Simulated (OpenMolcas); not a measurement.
**C2H2Cl2Si (SMILES C#C[SiH](Cl)Cl): the HOMO–LUMO gap, rung by rung**

C2H2Cl2Si: 7 atoms, total charge 0, spin state singlet. As SMILES, `C#C[SiH](Cl)Cl`. The coordinates come from a PBE0-D4/def2-TZVP relaxation.

Quantity: the HOMO–LUMO gap, in eV. The values are calculated.

| level | kind | program | value (eV) | CPU time |
| --- | --- | --- | --- | --- |
| HF/def2-SVP | Hartree–Fock | OpenMolcas | 14.67 | 8.7 s |
| SVWN5/def2-SVP | LDA | OpenMolcas | 5.73 | 17 s |
| revPBE/def2-SVP | GGA | OpenMolcas | 5.85 | 27 s |
| M06-L/def2-SVP | meta-GGA | OpenMolcas | 6.38 | 31 s |
| r2SCAN/def2-SVP | meta-GGA | OpenMolcas | 6.34 | 27 s |
| B3LYP/def2-SVP | global hybrid | OpenMolcas | 7.60 | 22 s |
| BHLYP/def2-SVP | global hybrid | OpenMolcas | 10.26 | 21 s |
| B2PLYP/def2-SVP | double hybrid | OpenMolcas | 10.53 | 15 s |

The values span 5.73 to 14.67 eV. Orbital gaps aren't excitation energies, and those of double hybrids come from the SCF part alone; they tend to grow with the share of exact exchange. CPU times are rough (shared hosts, several kinds of processor and program).
